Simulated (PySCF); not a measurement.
A side-by-side comparison of computed properties.

First species: BBr3.
Numbering: `[Br:1][B:2]([Br:3])[Br:4]`

Second species: C3H9AlO.
SMILES: `CC(C)[O][AlH2]`

Levels: CAM-B3LYP/def2-SVPD for dipole moment, HOMO energy, LUMO energy, HOMO–LUMO gap, static isotropic polarisability and electronic spatial extent ⟨r²⟩ about the centre of nuclear charge; TDDFT CAM-B3LYP/def2-SVPD for lowest singlet excitation. Geometries: PBE0-D3(BJ)/def2-SVP. Each species is one conformer at its optimised geometry, gas phase, non-relativistic unless stated. Electronic properties by PySCF.

The conformers computed, where there is a choice (atom-mapped SMILES and torsion angles):
- `[CH3:1][CH:2]([CH3:3])[O:4][AlH2:5]`: C1–C2–O4–Al5 4°

Values for the first species:

```
Dipole moment                                                     : 0.00 D
HOMO energy                                                       : -9.63 eV
LUMO energy                                                       : -1.11 eV
HOMO–LUMO gap                                                     : 8.52 eV
Lowest singlet excitation                                         : 4.83 eV
Static isotropic polarisability                                   : 77.4 au
Electronic spatial extent ⟨r²⟩ about the centre of nuclear charge : 1486 bohr²
```

Estimate the same properties for the second species, and the change in each.

```json
{"property": "dipole moment", "first": "0.00 D", "second": "1.10 D", "second less first": "+1.10 D"}
{"property": "HOMO energy", "first": "-9.63 eV", "second": "-9.23 eV", "second less first": "+0.40 eV"}
{"property": "LUMO energy", "first": "-1.11 eV", "second": "-0.02 eV", "second less first": "+1.09 eV"}
{"property": "HOMO–LUMO gap", "first": "8.52 eV", "second": "9.21 eV", "second less first": "+0.69 eV"}
{"property": "lowest singlet excitation", "first": "4.83 eV", "second": "5.61 eV", "second less first": "+0.78 eV"}
{"property": "static isotropic polarisability", "first": "77.4 au", "second": "69.4 au", "second less first": "-8.0 au"}
{"property": "electronic spatial extent ⟨r²⟩ about the centre of nuclear charge", "first": "1486 bohr²", "second": "684 bohr²", "second less first": "-802 bohr²"}
```

On the first: S1 lies 3.69 eV below the HOMO–LUMO gap; its leading configuration is HOMO→LUMO, weight 0.99. The polarisability is 11.47 Å³ as a volume (1 au = 0.148185 Å³), or 0.70 au for each of the 110 electrons. Relativistic effects, spin–orbit coupling among them, are left out although an element past zinc is present.

On the second: S1 lies 3.60 eV below the HOMO–LUMO gap; its leading configuration is HOMO→LUMO, weight 0.93. A dipole of 1.10 D is allowed in C1, and pure rotational transitions are dipole-allowed.
